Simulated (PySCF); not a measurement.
Species: C3H6N2Si.
Geometry (GFN2-xTB, Å), atoms numbered from 1 in this order:
```
atom  x, y, z in Å
C1     1.9278   -0.0493   -0.2737
C2     0.9943    0.3742    0.8077
N3    -0.2335    0.1568    0.8925
Si4   -1.4595   -0.6273   -0.0063
C5    -2.5985    0.7949   -0.4210
N6    -3.3131    1.6456   -0.6976
H7     2.3791    0.8344   -0.7233
H8     1.4107   -0.6231   -1.0379
H9     2.7327   -0.6461    0.1539
H10    1.4583    0.9441    1.6169
H11   -1.1893   -1.2905   -1.2908
H12   -2.1078   -1.5144    0.9534
```

Computed at PBE0/pcSseg-1 (PySCF, non-relativistic), with Q(14N) = 0.02044 b: N3, 14N (I = 1): χzz = -4.609 MHz, η = 0.528; N6, 14N (I = 1): χzz = -5.539 MHz, η = 0.038.

Question: Where would the pure quadrupole (NQR) lines of 14N at N3 fall for the rigid, isolated species?

Answer: From ν± = (3/4)|χ|(1 ± η/3) and ν0 = |χ|η/2: ν+ 4.065 MHz, ν− 2.848 MHz, ν0 1.217 MHz (C=N nitrogen).

Question: Where would the pure quadrupole (NQR) lines of 14N at N6 fall for the rigid, isolated species?

Answer: From ν± = (3/4)|χ|(1 ± η/3) and ν0 = |χ|η/2: ν+ 4.206 MHz, ν− 4.102 MHz, ν0 0.104 MHz (cyano nitrogen).

In a crystal, neighbours and librations shift these lines. GFN2-xTB bond lengths can be off by several hundredths of an ångström, more for odd bonds, and the gradients follow them. A larger basis could move these couplings by a tenth or more.

One conformer stands for the species.
